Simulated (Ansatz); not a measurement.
Species: PO, net charge 0, doublet state. SMILES: O=[P]
Structure (B3LYP-D3(BJ)/def2-TZVP (Ansatz, a first-principles code) minimum search):
```xyz
2

P      0.0000     0.0000    -0.5147
O      0.0000     0.0000     0.9651
```
Charge 0, spin multiplicity 2.

Wanted: atomisation energy (electronic, to ground-state atoms), in kcal/mol. Cores are frozen in the correlated levels unless marked. UHF or UKS for open shells. Spin-orbit coupling is left out. Non-relativistic. The coupled-cluster limit lacks core correlation, which all-electron functionals hold. Basis-set limits of correlation are two-point, X^-3; Hartree-Fock from the larger set (for Q and 5 zeta extrapolated as (X+1)exp(-9√X)).

| level | program | atomisation energy (kcal/mol) |
|---|---|---|
| PBE0/def2-TZVPD | Ansatz | (withheld) |
| HSE06/def2-TZVPD | Ansatz | 139.0 |
| B2PLYP/def2-TZVPD | Ansatz | 143.5 |
| CCSD/cc-pwCVTZ | Ansatz | (withheld) |
| CCSD/cc-pV(Q+d)Z | Ansatz | 130.4 |
| CCSD(T)/CBS(cc-pV(Q+d)Z,cc-pV(5+d)Z) | Ansatz | (withheld) |

Problem. What belongs in the gaps?

Solution. 
- PBE0/def2-TZVPD, atomisation energy (kcal/mol): 138.7
- CCSD/cc-pwCVTZ, atomisation energy (kcal/mol): 125.7
- CCSD(T)/CBS(cc-pV(Q+d)Z,cc-pV(5+d)Z), atomisation energy (kcal/mol): 142.6
